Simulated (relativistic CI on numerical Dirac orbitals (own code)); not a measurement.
**Ions with 28 electrons, Ni to Tc¹⁵⁺**

These numbers are calculated, not measured: Dirac-Coulomb-Breit CI, separate exchange-only KLI orbitals for each configuration, model QED, valence Slater integrals scaled by 0.9, P86 correlation energy added to each configuration (own radial code, finite nucleus).

Configuration list (outside the closed core [Ar]): 3d10, 3d8.4s2, 3d9.4s, 3d9.4p, 3d9.4d, 3d8.4s.4p, 3d9.4f. Levels of other configurations are missing.

Energies above each ion's lowest level, in eV. Levels are followed by their leading LS label, which can pass from one level to another where the coupling changes.

| Ion | 3d9.4s 3D_3 | 3d9.4s 3D_2 | 3d9.4s 3D_1 | 3d9.4s 1D_2 | 3d10 1S_0 |
| --- | --- | --- | --- | --- | --- |
| Ni | 1.1758 | 1.2656 | 1.3577 | 1.608 |  |
| Cu⁺ | 1.4328 | 1.5531 | 1.6822 | 2.0761 | 0 |
| Zn²⁺ | 8.8527 | 9.0047 | 9.1862 | 9.5953 | 0 |
| Ga³⁺ | 18.038 | 18.224 | 18.473 | 18.893 | 0 |
| Ge⁴⁺ | 28.8 | 29.021 | 29.355 | 29.784 | 0 |
| As⁵⁺ | 41.035 | 41.293 | 41.731 | 42.168 | 0 |
| Se⁶⁺ | 54.68 | 54.974 | 55.541 | 55.987 | 0 |
| Br⁷⁺ | 69.693 | 70.025 | 70.743 | 71.199 | 0 |
| Kr⁸⁺ | 86.044 | 86.412 | 87.312 | 87.777 | 0 |
| Rb⁹⁺ | 103.71 | 104.11 | 105.23 | 105.7 | 0 |
| Sr¹⁰⁺ | ? | ? | ? | ? | ? |
| Zr¹²⁺ | 164.42 | 164.93 | 166.89 | 167.4 | 0 |
| Nb¹³⁺ | 187.18 | 187.72 | 190.05 | 190.57 | 0 |
| Mo¹⁴⁺ | 211.18 | 211.76 | 214.49 | 215.03 | 0 |
| Tc¹⁵⁺ | 236.41 | 237.02 | 240.21 | 240.76 | 0 |

Task: Fill in the row of Sr¹⁰⁺.

Result: 3d9.4s 3D_3 122.67, 3d9.4s 3D_2 123.11, 3d9.4s 3D_1 124.47, 3d9.4s 1D_2 124.95, 3d10 1S_0 0 (eV).

In the calculation the lowest level changes from 3d8.4s2 3F_4 to 3d10 1S_0 at Cu⁺.

Between Z = 40 and 43 the energy of 3d9.4s 3D_3 follows a local power law Z^5.0. For orientation: electrostatic splittings inside a shell grow about linearly with the screened charge, excitations that change n as its square, and fine structure as its fourth power; written in Z itself the exponents are larger, since the screened charge grows faster in proportion.

The members near neutrality are the least accurate: they can be off by several eV, miss lower levels of configurations outside the list, or start from a wrong lowest level.
